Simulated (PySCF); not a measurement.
# How methods differ on the ionisation energy of Cr⁺

Cr⁺ [Ar] 3d5 (6S) → Cr²⁺ [Ar] 3d4 (5D), as a difference of total energies. Computed with PySCF 2.14 in aug-cc-pwCVTZ-DK with one added diffuse shell each of s, p, d, f, g type (11s10p8d5f4g, 152 functions), with the spin-free X2C one-electron Hamiltonian (Gaussian nucleus). Correlated levels: valence: [Ar] frozen; valence and next inner shell: [Ne] frozen; nothing frozen. The calculations carry no spin-orbit coupling.

```json
{"method": "UHF", "ionisation energy (eV)": "14.997"}
{"method": "PBE", "ionisation energy (eV)": "17.158"}
{"method": "PBE0", "ionisation energy (eV)": "16.801"}
{"method": "r2SCAN", "ionisation energy (eV)": "16.857"}
{"method": "MP2 (valence)", "ionisation energy (eV)": "16.010"}
{"method": "SCS-MP2 (valence)", "ionisation energy (eV)": "15.335"}
{"method": "MP2 (valence and next inner shell)", "ionisation energy (eV)": "16.741"}
{"method": "SCS-MP2 (valence and next inner shell)", "ionisation energy (eV)": "16.041"}
{"method": "SCS-MP2 (all electrons)", "ionisation energy (eV)": "16.052"}
```

Q: Estimate what LDA gives.

A: 17.530 eV, closest to PBE among the rows shown.

Q: Estimate what MP2 (all electrons) gives.

A: 16.758 eV, closest to MP2 (valence and next inner shell) among the rows shown.

A first-order spin-orbit estimate (lowest level to lowest level, LS coupling) adds -0.053 eV.

For comparison: 16.486 eV (measured; NIST Atomic Spectra Database, ionization energies).
